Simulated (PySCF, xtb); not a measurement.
C2H4BF2N, SMILES FB(F)/C=N/C. One conformer was computed; it need not be the lowest.

Harmonic wavenumbers (cm⁻¹) from GFN2-xTB run with xtb 6.7.1 at its own minimum, in rising order: 69, 129, 156, 208, 345, 386, 525, 536, 806, 887, 1036, 1070, 1142, 1248, 1315, 1346, 1375, 1439, 1456, 1698, 2791, 2890, 2985, 3003.

### Question
What does B3LYP-D3(BJ)/def2-SVP (PySCF) give at its own minimum? (Estimate from the structure and the level; the computed values follow.)

### Answer
78, 152, 188, 221, 365, 415, 579, 644, 843, 945, 1024, 1129, 1149, 1281, 1396, 1414, 1446, 1453, 1464, 1734, 2955, 2968, 3075, 3092. Paired by order, the mean absolute difference is 50 cm⁻¹ and the zero-point energies are 41.2 and 42.9 kcal/mol.
